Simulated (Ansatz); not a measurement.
Reaction (formal exchange of groups at the Se–Al bond): `C[Se][AlH][Br]` + `N[SiH3]` → `C[Se][SiH2]N` + `[AlH2][Br]`

Program: Ansatz. Geometries: PBE0-D4/def2-TZVP. ΔE: electronic, gas phase. CCSD(T)/CBS is the MP2 limit (def2-TZVPP, def2-QZVPP) plus CCSD(T) − MP2 in def2-TZVPP, frozen cores. This one scheme is used for every species. Functionals use def2-TZVPP. B3LYP here is the variant with VWN-RPA as its local correlation; programs differ in this. For Br, Se outer-core shells are correlated without core-valence functions, which leaves a few kJ/mol of doubt a bond. Scalar relativity is left out up to krypton. Each species was taken in one conformer, which may not be the lowest.

```csv
level,ΔE (kJ/mol),difference from CCSD(T)/CBS
CAM-B3LYP-D4,49.8,-2.4
ωB97X-V,48.6,-3.6
ωB97M-V,48.9,-3.3
revPBE,49.5,-2.7
BLYP,51.0,-1.2
r2SCAN,52.1,-0.1
B3LYP,51.7,-0.5
r2SCAN0,52.3,0.1
LC-ωPBE,48.7,-3.5
CCSD(T)/def2-SVP,57.5,5.3
CCSD(T)/CBS,52.2,0
```

(1) What do rigid-rotor, harmonic-oscillator terms from PBE0-D4/def2-TZVP frequencies (298.15 K, 1 bar) make of the CCSD(T)/CBS value? (An estimate is asked.)

Largest T1 diagnostic among the species: 0.010.

Answers

(1) Ansatz gave: ΔZPE = -3.6 kJ/mol, ΔH = +48.5 kJ/mol, ΔS = -8 J/(mol·K), ΔG = +51.0 kJ/mol. Modes under 50 cm⁻¹ make the entropy rough.

At CCSD(T), def2-SVP lies +5.3 kJ/mol from the extrapolated value and def2-TZVPP +1.3 kJ/mol. Leaving LDA and LC-ωPBE aside and taking each functional with its dispersion term where it has one, the values, not all of them listed here, spread over 10.0 kJ/mol, from B97M-V to B2PLYP.

CCSD(T)/CBS has its own doubt, a few kJ/mol and more with outer-core shells, so smaller differences from it don't rank the levels.
